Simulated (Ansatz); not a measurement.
```yaml
crystal:
  periodic: [false, false, false]
  atoms:
    - {symbol: C, position_ang: [-1.190501, 1.117000, -0.618815]}
    - {symbol: Si, position_ang: [-0.748783, -0.188767, 0.641530]}
    - {symbol: B, position_ang: [0.908180, -0.541069, 1.456575]}
    - {symbol: Si, position_ang: [1.742320, -0.719059, -0.208683]}
    - {symbol: H, position_ang: [-1.657647, 0.678509, -1.503179]}
    - {symbol: H, position_ang: [-1.919652, 1.795623, -0.164564]}
    - {symbol: H, position_ang: [-0.322431, 1.701063, -0.923176]}
    - {symbol: H, position_ang: [-1.981904, -0.952605, 0.992515]}
    - {symbol: H, position_ang: [1.050426, -1.333200, 2.335130]}
    - {symbol: H, position_ang: [1.517157, 0.192466, -1.359580]}
    - {symbol: H, position_ang: [2.668333, -1.806961, -0.627256]}
basis:
  gaussian: {orbitals: def2-TZVP}
total_charge: -1
magnetization: {spin_polarized: true, initial_magnetization: 2}
hamiltonian: {xc: {name: PBEsol}}
accuracy: high
scf: {lower_state_search: light}
output: {forces: true}
```

```sh
$ ansatz run in.yaml --threads 2 --pin off --events-out ev --progress --plain --max-ram 4352MiB
```

Question: How does Ansatz answer? (An estimate is asked.)

Answer: The calculation gave: The program refused the input.
```
Error: a molecule whose nuclei and cores have a total charge of 46 cannot have a net charge of -1 together with 2 unpaired electrons
```
